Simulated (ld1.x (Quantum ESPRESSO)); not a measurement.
## potassium (K): excitation energies, all-electron against TM

ld1.x (Quantum ESPRESSO) 7.5 input, shortened:

```
&input
   title='K', zed=19., rel=1, dft='PZ', iswitch=3,
   config='[Ar] 3d-2 4s0.5 4p0.5'
 /
 &inputp
   pseudotype=2, tm=.true., lloc=0,
   nlcc=.false.
 /
3
3P  2  1   6.00   0.00  2.05  2.05  0.0
3D  3  2  -2.00   0.40  1.80  1.80  0.0
3S  1  0   2.00   0.00  1.45  1.45  0.0
 &test
   configts(1)='3s2 3p6 4s0.5 4p0.5'
 /
```

Occupied shells without a wave of their own: 4p, 4s. They enter only through the test configuration that unscreens the potential.

Energies are relative to the spin-unpolarised reference configuration 3s2 3p6 4s0.5 4p0.5; without spin polarisation the order of configurations can differ from experiment. Spin-polarised rows fill each open shell by Hund’s rule, majority spin first.

```csv
valence configuration,charge,ΔE all-electron (eV),error AE − PS (meV)
3s2 3p6 4s1 4p0,0,-0.803,+16
3s2 3p6 4s0 4p0,+1,3.604,-34
3s2 3p6 4s0.5 4p0,+0.5,0.907,-2.4
3s2 3p6 4s0 4p1,0,0.828,-18
3s2 3p5 4s1 4p0,+1,24.160,+73
3s2 3p6 4s1 4p0 (spin-polarised),0,-0.943,+16
```

Task: What are ΔE and the potential's error for 3s2 3p6 4s0.5 4p0.5 (spin-polarised)?

Result: ΔE = -0.113 eV all-electron; the error (AE − PS) is +0.1 meV.

Task: What are ΔE and the potential's error for 3s1 3p6 4s1 4p0?

Result: ΔE = 41.026 eV all-electron; the error (AE − PS) is +77 meV.

Levels in the configuration 3s1 3p6 4s1 4p0:

```json
{"level": "3s", "all-electron (eV)": "-48.826", "pseudo (eV)": "-48.712"}
{"level": "3p", "all-electron (eV)": "-31.931", "pseudo (eV)": "-31.821"}
{"level": "4s", "all-electron (eV)": "-8.853", "pseudo (eV)": "-8.945"}
```
